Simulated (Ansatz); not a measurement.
# What each rung costs, and what it gives

Saddle point of BN2H8F, closed shell (BNH₄ ([BH2][NH2]) + NH₃ + HF → BH₂F ([BH2][F]) + NH₃ + NH₃ (still joined by a long B–N bond); bonds formed: B1–F6, N2–H7, H5–N8; bonds broken: H5–F6, H7–N8; bonds weakened to dative contacts: B1–N2), PBE0-D4/def2-TZVP structure:

B1  (-1.273, -0.601, -0.643)
N2  (0.016, -1.260, -0.393)
H3  (-1.521, -0.334, -1.788)
H4  (-2.170, -0.895, 0.099)
H5  (-0.106, 1.257, 0.340)
F6  (-1.087, 1.124, -0.070)
H7  (1.243, 0.160, 0.500)
N8  (1.168, 1.146, 0.783)
H9  (0.547, -1.538, -1.203)
H10  (0.020, -1.998, 0.293)
H11  (1.302, 1.235, 1.782)
H12  (1.860, 1.704, 0.300)
(Å)

Barriers are electronic and count from the start structure reached by relaxing down the imaginary mode.

Ansatz 0.2.0; basis: as named in each row; cores frozen in the correlated methods. B3LYP uses VWN-RPA correlation. Extrapolation: Hartree–Fock as exp(−7.88 √X), correlation as X^−2.97.

Times are rough, for one single point on 4 threads of a shared host (Arm Neoverse V2).

The estimate by CCSD(T) at an estimated basis limit (MP2 extrapolated from triple and quadruple zeta, plus CCSD(T) − MP2 in triple zeta) is 0.332 eV.

```csv
method,basis,time (s),barrier (eV),method less estimate
HF,STO-3G,under 1,-0.764,-1.096
PBE-D4,STO-3G,under 1,-2.183,-2.515
SPW92,def2-SVP,under 1,-0.639,-0.971
B3LYP-D4,6-31G,under 1,-0.284,-0.616
PBE-D4,def2-SVP,under 1,-0.243,-0.575
PBE0-D4,def2-SVP,under 1,-0.108,-0.440
SPW92,def2-TZVPP,under 1,-0.240,-0.572
PBE-D4,def2-TZVPP,1,0.133,-0.199
BLYP-D4,def2-TZVPP,1,0.252,-0.081
BHLYP-D4,def2-TZVPP,2,0.344,0.012
PBE0-D4,def2-TZVPP,2,0.199,-0.133
B3LYP-D4,def2-TZVPP,2,0.285,-0.047
CAM-B3LYP-D4,def2-TZVPP,2,0.234,-0.098
r2SCAN-D4,def2-TZVPP,3,0.136,-0.196
wB97M-V,def2-SVP,3,-0.120,-0.452
r2SCAN0-D4,def2-TZVPP,3,0.192,-0.140
CCSD(T),def2-SVP,3,0.161,-0.172
B2PLYP,def2-TZVPP,3,0.308,-0.024
PBE-QIDH,def2-TZVPP,4,0.236,-0.096
RPA on PBE,def2-TZVPP,4,0.298,-0.034
wB97X-V,def2-TZVPP,5,0.237,-0.095
wB97M-V,def2-TZVPP,6,0.226,-0.106
B97M-V,def2-TZVPP,6,0.251,-0.081
MP2,def2-QZVPP,16,0.292,-0.040
CCSD(T),def2-TZVPP,100,0.289,-0.043
```

All methods are single points on the PBE0-D4 structures; a negative value means that the method puts the saddle structure below the start.

The T1 diagnostic stays at or below 0.011.

Steps of this kind, hydrogen fluoride cutting a network bond, underlie vapour etching and the fluorination step of atomic layer etching.

Labels in which every atom is bracketed show which atoms are joined, not bond orders.
